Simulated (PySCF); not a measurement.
Compound: C₆H₇FN₂Si.
SMILES with atom numbers: `[CH3:1][C@H:2]([F:3])/[C:4]([C:5]#[N:6])=[C:7](/[SiH3:8])[C:9]#[N:10]` (hydrogens: H11, H12, H13 on C1; H14 on C2; H15, H16, H17 on Si8)

Cartesian coordinates in Å at the GFN2-xTB level; atoms count from 1:
```
atom  x, y, z in Å
C1    -2.299   -0.143    0.919
C2    -1.530    0.031   -0.385
F3    -2.101   -0.775   -1.354
C4    -0.076   -0.361   -0.221
C5     0.134   -1.715    0.123
N6     0.266   -2.815    0.417
C7     0.954    0.496   -0.362
Si8    2.801    0.060   -0.141
C9     0.716    1.838   -0.697
N10    0.588    2.947   -0.968
H11   -2.230   -1.175    1.256
H12   -3.345    0.105    0.759
H13   -1.888    0.515    1.682
H14   -1.606    1.059   -0.762
H15    3.237    0.790    1.049
H16    2.900   -1.384    0.022
H17    3.472    0.538   -1.348
```

Computed at PBE0/pcSseg-1 (PySCF, non-relativistic), with Q(14N) = 0.02044 b: N6, 14N (I = 1): χzz = -4.862 MHz, η = 0.042; N10, 14N (I = 1): χzz = -4.746 MHz, η = 0.114.

Task: Where would the pure quadrupole (NQR) lines of 14N at N6 fall for the rigid, isolated species?

Result: From ν± = (3/4)|χ|(1 ± η/3) and ν0 = |χ|η/2: ν+ 3.698 MHz, ν− 3.595 MHz, ν0 0.103 MHz (nitrile nitrogen).

Task: Where would the pure quadrupole (NQR) lines of 14N at N10 fall for the rigid, isolated species?

Result: From ν± = (3/4)|χ|(1 ± η/3) and ν0 = |χ|η/2: ν+ 3.694 MHz, ν− 3.425 MHz, ν0 0.270 MHz (nitrile nitrogen).

In a crystal, neighbours and librations shift these lines. GFN2-xTB bond lengths can be off by several hundredths of an ångström, more for odd bonds, and the gradients follow them. With so small a basis the couplings can be 20 % off.

The run behind these numbers computed NMR shieldings as well. Hardware: one thread, Arm Neoverse N1 (aarch64), no GPU, shared host with 64 logical CPUs at a one-minute load of 60. Cost: 94 s wall (with the writing of density and orbital grids), 0.95 GiB resident at most.

One conformer stands for the species.
